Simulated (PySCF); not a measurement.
**As: excitation energy**

As [Ar] 3d10 4s2 4p3 (4S) → As [Ar] 3d10 4s1 4p4 (4P), as a difference of total energies. Calculation: PySCF 2.14, in x2c-TZVPPall with one added diffuse shell each of s, p, d type (7s6p5d1f, 57 functions); the spin-free X2C one-electron Hamiltonian (Gaussian nucleus). Correlated levels: valence and next inner shell: [Ne] frozen. The calculations carry no spin-orbit coupling.

```csv
method,excitation energy (eV)
UHF,8.639
MP2 (valence and next inner shell),8.872
SCS-MP2 (valence and next inner shell),8.856
CCSD (valence and next inner shell),8.363
CCSD(T) (valence and next inner shell),8.036
```

Q: How much does correlation contribute at CCSD(T) (valence and next inner shell)?

A: 8.036 − (8.639) = -0.603 eV, measured against UHF.

A first-order spin-orbit estimate (lowest level to lowest level, LS coupling) adds -0.090 eV.

The coupled-cluster amplitudes are large for the upper state (T1 above 0.03 or a double amplitude above 0.15), so a single reference is strained.
